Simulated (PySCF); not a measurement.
CH3S, SMILES [CH2]S, multiplicity 2. Atoms are numbered in the order given.

```xyz
5

C     -0.0223    -1.1271     0.0000
S      0.0890     0.5765     0.0000
H      0.9066    -1.6763     0.0000
H     -0.9718    -1.6374     0.0000
H     -1.2244     0.8516     0.0000
```
Charge 0, spin multiplicity 2.

Coordinates come from a PBE0-D3(BJ)/def2-TZVP optimisation. The isomer is the one that the SMILES or the coordinates give; other isomers of the formula were not compared.

Calculation: M06-2X/def2-TZVPD (PySCF).

Mulliken values depend strongly on the basis, most of all with diffuse functions as here. ESP charges are fitted to the potential on shells at 1.4 to 2.0 van der Waals radii. Atomic charges (e):

| atom | Mulliken | meta-Löwdin | ESP fit | Mulliken spin |
|---|---|---|---|---|
| C1 | -0.51 | -0.45 | ___ | 1.02 |
| S2 | -0.16 | 0.08 | ___ | 0.19 |
| H3 | 0.26 | 0.14 | ___ | -0.10 |
| H4 | 0.27 | 0.13 | ___ | -0.10 |
| H5 | 0.15 | 0.09 | ___ | 0.00 |

Task: Some entries are withheld; supply them. (The exact figures need the calculation; the answer reports its results.)

Result: 
- C1, ESP fit: -0.62
- S2, ESP fit: -0.10
- H3, ESP fit: 0.29
- H4, ESP fit: 0.24
- H5, ESP fit: 0.20
